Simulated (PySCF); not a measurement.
## Static response to an electric field

Compound: C₆H₂FNO₂.
SMILES with atom numbers: `[N:1]#[C:2][c:3]1[cH:4][o:5][c:6]([C:7](=[O:8])[F:9])[cH:10]1` (hydrogens: H11 on C4; H12 on C10)

Structure used (GFN2-xTB), in Å, numbered top down from 1:
```
atom  x, y, z in Å
N1    -3.1810    1.8302   -0.8333
C2    -2.2836    1.2070   -0.4923
C3    -1.1706    0.4483   -0.0836
C4    -1.1397   -0.5358    0.8832
O5     0.0771   -1.0388    1.0055
C6     0.8762   -0.3970    0.1212
C7     2.2805   -0.7596    0.0439
O8     2.8932   -1.5646    0.6529
F9     2.9013    0.0015   -0.9066
C10    0.1517    0.5382   -0.5821
H11   -1.9182   -0.9256    1.5110
H12    0.5145    1.1955   -1.3458
```

Level: CAM-B3LYP/def2-SVPD (PySCF), static field, nuclei fixed, core orbitals frozen in the response. The polarisability tensor in these axes (au):

```
x   110.89 -24.20   3.71
y   -24.20  70.48 -17.41
z     3.71 -17.41  61.52
```

**Question.** Diagonalise the tensor; give its mean and Δα, where Δα² is half the sum of the squared differences of the eigenvalues.

**Answer.** Principal values 45.38, 73.35 and 124.15 au; mean 80.96 au = 12.00 Å³ = 13.35 × 10⁻⁴⁰ C²·m²/J; Δα = 69.16 au (85 % of the mean).

**Question.** What is the dipole moment, and where does it point?

**Answer.** (-0.67, -0.55, 0.76) D, 1.15 D in size, pointing from the negative to the positive side. Measured along this direction, the outermost atoms are F9 at the negative end and H11 at the positive end.

**Question.** What depolarisation ratio follows for Rayleigh scattering of linearly polarised light, taking the static tensor?

**Answer.** ρ = 3Δα²/(45ᾱ² + 4Δα²) = 14350.9/(294979 + 19134.5) = 0.0457.

**Question.** Give the principal axes and the span of the nuclei along them.

**Answer.** Largest value along (0.87, -0.45, 0.18), where the nuclei span 7.11 Å; middle along (-0.44, -0.57, 0.70), 4.31 Å; least along (0.21, 0.69, 0.69), 0.00 Å. The response follows the extents in order.

**Question.** Give the eigenvalues of the traceless quadrupole moment Θ = ½Σq(3rr − r²1), origin at the centre of nuclear charge.

**Answer.** -31.99, 13.05, 18.94 D·Å. The values depend on the origin, since the dipole doesn't vanish. The electronic extent ⟨r²⟩ about the same centre is 1582 bohr², a root-mean-square distance of 2.52 Å for the 70 electrons.

**Question.** What would n − 1 = 2πNα be for an ideal gas of these molecules at 273.15 K and 1 atm, electronic part alone?

**Answer.** N = p/kT = 2.6868 × 10¹⁹ cm⁻³, so n − 1 = 2π × N × 12.00 × 10⁻²⁴ cm³ = 2025 × 10⁻⁶ at long wavelengths.

The structure is a single GFN2-xTB conformer in the gas phase; no vibrational or solvent corrections.

The run behind these numbers computed excited states as well. The run took 99 s on one thread of an Arm Neoverse N1, no GPU (shared host).
